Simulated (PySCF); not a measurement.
CH3ClSTe. Atoms are numbered in the order given.

```xyz
7

Te     0.2312     0.0321     0.7354
Cl     0.8228     1.9406    -0.6324
S     -0.3835    -1.5692    -0.9270
C     -2.0968    -1.0877    -1.3709
H     -2.7620    -1.1350    -0.4987
H     -2.4285    -1.8126    -2.1299
H     -2.1029    -0.0784    -1.8033
```
Charge 0, spin multiplicity 1.

Coordinates come from a B3LYP-D3(BJ)/def2-SVP optimisation. This is a generated structure with no PubChem entry under its InChIKey; it may be hypothetical. The def2 effective core potentials stand for the cores of Te; spin–orbit coupling is left out. One conformer was computed; it need not be the lowest.

Method: PySCF with PBE/def2-TZVP.

Atomic charges (e):

```tsv
atom	Mulliken	Löwdin
Te1	0.29	0.10
Cl2	-0.27	-0.12
S3	-0.13	0.22
C4	-0.33	-0.54
H5	0.15	0.11
H6	0.14	0.12
H7	0.16	0.12
```

Computed Mayer and Wiberg (Löwdin basis) orders of the bonds:
```tsv
bond	Mayer	Wiberg
Te1–Cl2	0.98	1.46
Te1–S3	1.31	1.68
S3–C4	1.01	1.50
C4–H5	0.95	0.94
C4–H6	0.94	0.93
C4–H7	0.95	0.94
```
